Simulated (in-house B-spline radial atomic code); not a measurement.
Configurations of Gd3+, with energies counted from [Xe] 4f7. Level of theory: scalar-relativistic (X2C) HSE06, spin-polarised, spherical fractional occupations, exact exchange averaged over the configuration, Fermi nucleus of rms radius 5.1569 fm; calculated with a B-spline radial code for spherical atoms. Shells without spins written out take the highest spin.

Occupations are held fixed; configurations that lie above the ionisation limit could autoionise.

```tsv
configuration	E - E(ref) (eV)	highest orbital	its <r> (bohr)
[Kr] 4d10 4f8 5s2 5p5	22.115	4f down	0.9109
[Xe] 4f6 6d1	29.173	6d up	4.677
[Kr] 4d10 4f7 5s2 5p5 6d1	41.185	6d up	4.708
[Kr] 4d9 4f8 5s2 5p6	139.67	4f down	0.8669
[Kr] 4d9 4f7 5s2 5p6 6p1	156.09	6p up	3.503
```

(1) Order these further configurations by energy, lowest first.
A. [Xe] 4f6 6s1
B. [Xe] 4f6 6p1
C. [Kr] 4d9 4f7 5s2 5p6 6f1
D. [Kr] 4d10 4f7 5s2 5p5 6p1
E. [Kr] 4d9 4f7 5s2 5p6 6s1

(2) How far above the reference does [Xe] 4f6 5d1 lie?

Answers

(1) A (16.367 eV), B (22.065 eV), D (34.121 eV), E (150.38 eV), C (169.58 eV).

(2) 12.584 eV; its least bound orbital is 5d up with <r> = 2.049 bohr.
